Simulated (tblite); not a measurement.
Compound: C₇H₁₁BN₂.
SMILES with atom numbers: `[CH3:1][c:2]1[cH:3][cH:4][cH:5][c:6]([NH:7][BH:8][NH2:9])[cH:10]1` (hydrogens: H11, H12, H13 on C1; H14 on C3; H15 on C4; H16 on C5; H17 on N7; H18 on B8; H19, H20 on N9; H21 on C10)

Cartesian coordinates in Å at the GFN2-xTB level; atoms count from 1:
```xyz
21
C7H11BN2 angstrom
C     -2.739    1.425    0.560
C     -1.805    0.395   -0.002
C     -2.287   -0.618   -0.823
C     -1.415   -1.555   -1.347
C     -0.065   -1.490   -1.065
C      0.443   -0.475   -0.250
N      1.803   -0.429    0.003
B      2.591    0.467    0.768
N      3.971    0.250    0.818
C     -0.450    0.457    0.277
H     -2.856    2.248   -0.146
H     -2.352    1.832    1.492
H     -3.722    0.997    0.743
H     -3.341   -0.671   -1.051
H     -1.791   -2.346   -1.981
H      0.610   -2.230   -1.477
H      2.294   -1.182   -0.461
H      2.136    1.370    1.353
H      4.435   -0.503    0.340
H      4.605    0.833    1.334
H     -0.074    1.241    0.914
```

All values are computed: GFN2-xTB (tblite) harmonic vibrations without scaling, gas phase. This tight-binding method is rough: wavenumbers can miss measured ones by several per cent, in bad cases by 10 to 20. Modes of hydrogen on boron can be 10 to 20 % off. One conformer, not necessarily the lowest. The optimisation stopped once no atom felt more than 0.01 eV/Å.

Lowest wavenumbers of the output (negative numbers stand for imaginary wavenumbers):
```
mode    cm-1
  1     -24.5
  2      63.4
  3      89.5
  4     133.8
  5     199.9
  6     230.2
  7     294.2
  8     351.5
  9     410.2
 10     439.4
 11     473.0
 12     506.1
 13     514.9
 14     542.3
 15     572.2
```

Q: Is this structure a minimum?

A: Not by this Hessian. 1 mode is imaginary beyond 20i (24i cm⁻¹), so at this level the point lies at or near a first-order saddle. The curvature is small, so loose convergence or finite differences may be the whole cause.

Q: Which atoms move in the imaginary mode?

A: 24i: H11 (methyl hydrogen) 37 %, H13 (methyl hydrogen) 32 %, H12 (methyl hydrogen) 30 %. These are shares of the mass-weighted motion.

Q: What is the remedy?

A: Step along that mode in both directions, optimise again with tighter thresholds and repeat the frequencies. The zero-point energy of this point (107.1 kcal/mol) counts the 56 real modes alone, and thermal corrections from it aren't those of a minimum.
